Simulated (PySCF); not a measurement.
## Vibration and rotation of AsO⁻

UHF-MP2 constants of AsO⁻, ³Σ⁻ (triplet), unpaired electrons π ↑↑ (As aug-cc-pVDZ-PP with ECP10, O aug-cc-pVDZ; scalar-relativistic core potentials (PySCF 2.14); masses 74.9216 and 15.9949 u):

```
ωe              : 772.1 cm⁻¹
ωexe            : 1.44 cm⁻¹
Be              : 0.42451 cm⁻¹
αe              : 0.00256 cm⁻¹
D (centrifugal) : 5.13e-07 cm⁻¹
```

(1) Give the vibrational terms G(v) and spacings up to v = 3.

Correlated steps freeze 5 core orbitals. Spin–orbit coupling is left out. The state is the lowest determinant that a PBE0 search found; another state may lie lower at other levels.

## Answers

(1) G(v) = ωe(v+½) − ωexe(v+½)².

```
v  G(v) (cm⁻¹)  G(v) − G(v−1)  Bv (cm⁻¹)
0          386                    0.4232
1         1155            769     0.4207
2         1921            766     0.4181
3         2685            763     0.4155
```
